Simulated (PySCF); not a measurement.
BFHO, SMILES [OH+]=BF, charge +1.

Geometry: B3LYP-D3(BJ)/def2-TZVP. A frequency run showed that this geometry is not a minimum. The isomer is the one that the SMILES or the coordinates give; other isomers of the formula were not compared.

The numbers are results of r2SCAN/def2-TZVPD run with PySCF, not measurements.

Gas-phase values at a fixed geometry.

Task: Estimate the frontier levels, gap, dipole moment and polarisability. (An estimate is asked for; the answer gives what the named calculation found.)

Result: 
```yaml
highest_occupied_level: -18.29 eV
lowest_empty_level: -7.47 eV
orbital_gap: 10.83 eV
dipole_moment_about_the_centre_of_nuclear_charge: 3.28 D
mean_static_polarisability: 13.6 bohr³ (2.02 Å³)
polarisability_principal_values: 10.6, 10.6, 19.7 bohr³
```
